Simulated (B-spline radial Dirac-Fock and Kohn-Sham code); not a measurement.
## Compton profile of Si

System: neutral silicon, [Ne] 3s1 3p3 (an excited configuration).

Input file task.json (cfg lists n, l and occupation; rrms is the nuclear radius in fm):

```json
{"items": [{
  "Z": 14,
  "q": 0,
  "cfg": [[1, 0, 2], [2, 0, 2], [2, 1, 6], [3, 0, 1], [3, 1, 3]],
  "A": 28,
  "rrms": 3.1224,
  "do": ["scatter"],
  "s": [0.0, 0.05, 0.06, 0.07, 0.09, 0.11, 0.13, 0.15, 0.18, 0.22, 0.26, 0.31, 0.37, 0.44, 0.52, 0.62, 0.74, 0.89, 1.06, 1.26, 1.5, 1.79, 2.14],
  "pz": [0, 0.1, 0.2, 0.3, 0.4, 0.5, 0.6, 0.8, 1.0, 1.2, 1.4, 1.6, 1.8, 2.0, 2.5, 3.0, 4.0, 5.0, 7.0, 10.0, 15.0, 20.0, 30.0, 40.0, 60.0, 100.0],
  "hv_scatter": [1000, 2000, 5000, 17479.3, 20000, 30000, 50000, 100000]
}]}
```

Command: `python xray_run.py task.json out`

The computed values come from a B-spline atomic structure program: the impulse approximation on relativistic Hartree-Fock (Dirac-Fock) wave functions, averaged over the configuration. pz is in atomic units of momentum; subshell profiles are per electron, for a selection of subshells; open shells are spread over both j values by their weights.

| pz | J total | J 1s1/2 | J 2s1/2 | J 2p3/2 | J 3p3/2 |
| --- | --- | --- | --- | --- | --- |
| 0 | 4.771 | 0.0633 | 0.275 | 0.149 | 0.736 |
| 0.1 | 4.726 | 0.0633 | 0.274 | 0.149 | 0.735 |
| 0.2 | 4.570 | 0.0632 | 0.272 | 0.149 | 0.721 |
| 0.3 | 4.274 | 0.0632 | 0.267 | 0.149 | 0.675 |
| 0.4 | 3.856 | 0.0631 | 0.262 | 0.149 | 0.594 |
| 0.5 | 3.378 | 0.0630 | 0.255 | 0.148 | 0.490 |
| 0.6 | 2.914 | 0.0629 | 0.247 | 0.148 | 0.382 |
| 0.8 | 2.181 | 0.0626 | 0.227 | 0.147 | 0.204 |
| 1 | 1.741 | 0.0622 | 0.204 | 0.145 | 0.0978 |
| 1.2 | 1.492 | 0.0617 | 0.180 | 0.141 | 0.0439 |
| 1.4 | 1.338 | 0.0612 | 0.156 | 0.137 | 0.0194 |
| 1.6 | 1.224 | 0.0605 | 0.132 | 0.131 | 0.00923 |
| 1.8 | 1.124 | 0.0598 | 0.110 | 0.124 | 0.00549 |
| 2 | 1.031 | 0.0591 | 0.0907 | 0.116 | 0.00436 |
| 2.5 | 0.8125 | 0.0569 | 0.0521 | 0.0950 | 0.00411 |
| 3 | 0.6269 | 0.0544 | 0.0280 | 0.0741 | 0.00372 |
| 4 | 0.3711 | 0.0486 | 0.00826 | 0.0415 | 0.00225 |
| 5 | 0.2311 | 0.0424 | 0.00448 | 0.0222 | 0.00119 |
| 7 | 0.1088 | 0.0304 | 0.00410 | 0.00637 | 0.000332 |
| 10 | 0.04598 | 0.0168 | 0.00250 | 0.00117 | 5.89e-05 |
| 15 | 0.01358 | 0.00570 | 0.000712 | 0.000111 | 5.45e-06 |
| 20 | 0.004560 | 0.00201 | 0.000212 | 1.69e-05 | < 1e-6 |
| 30 | 0.0007260 | 0.000330 | 2.91e-05 | < 1e-6 | < 1e-6 |
| 40 | 0.0001683 | 7.72e-05 | 6.28e-06 | < 1e-6 | < 1e-6 |
| 60 | 1.886e-05 | 8.73e-06 | < 1e-6 | < 1e-6 | < 1e-6 |

J(0) = 4.771. The 3p3/2 subshell gives the largest part, 31 %.

Mean momentum ⟨p⟩ by subshell (a.u.): 1s1/2 11.5, 2s1/2 3.29, 2p1/2 4.36, 2p3/2 4.35, 3s1/2 0.950, 3p1/2 0.961, 3p3/2 0.958.
